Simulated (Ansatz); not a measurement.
Total energies of `CB(C)[SiH2]F`.

Cartesian coordinates in Å:
```
C 0.0943 1.3377 0.9913
B 0.1455 0.1210 0.0195
C 1.4287 -0.1928 -0.8130
Si -1.4451 -1.1078 -0.1891
F -2.7466 -0.5705 0.5965
H 0.3207 0.9142 1.9843
H 0.8522 2.1027 0.8013
H -0.8892 1.8010 1.0973
H 2.3523 0.1548 -0.3408
H 1.5524 -1.2278 -1.1401
H 1.3179 0.4056 -1.7324
H -1.8372 -1.2692 -1.6193
H -1.1459 -2.4689 0.3446
```

The species carries charge 0 and has multiplicity 1. The geometry is a stationary point of PBE0-D4/def2-TZVP. It is one conformer, not always the lowest. Basis def2-TZVPP, Ansatz 0.2.0.

RPA on PBE orbitals: Hartree–Fock energy of these orbitals -493.54842 Eh, correlation -1.40257 Eh (frozen core).

```
functional  energy without D4 (Eh)  D4 term (kJ/mol)
 CAM-B3LYP              -495.28048             -20.3
    B2PLYP              -495.08113                 –
```

(1) Give the same for LDA (SPW92), PBE, revPBE, BLYP, r2SCAN, B97M-V, PBE0, B3LYP, r2SCANh, r2SCAN0, HSE06 (plane-wave form), BHLYP, LC-ωPBE, ωB97X-V, ωB97M-V, PBE-QIDH. (Estimate.)

B3LYP takes the VWN-RPA correlation (the form of Gaussian; ORCA's B3LYP/G). HSE06 is the plane-wave form, built on full-range PBE exchange. The double hybrids freeze the cores in their second-order part.

Answers

(1) The calculation gave: 
```tsv
functional	energy without D4 (Eh)	D4 term (kJ/mol)
LDA (SPW92)	-492.49105	–
PBE	-494.94853	-23.5
revPBE	-495.22882	-71.7
BLYP	-495.28132	-51.3
r2SCAN	-495.22398	-6.1
B97M-V	-495.26887	–
PBE0	-495.00429	-20.0
B3LYP	-495.39800	-37.7
r2SCANh	-495.21459	-6.4
r2SCAN0	-495.20162	-7.1
HSE06 (plane-wave form)	-494.98616	-18.6
BHLYP	-495.26458	-28.3
LC-ωPBE	-495.14845	–
ωB97X-V	-495.25537	–
ωB97M-V	-495.24521	–
PBE-QIDH	-494.89429	–
```

LC-ωPBE has ω = 0.4 bohr⁻¹.
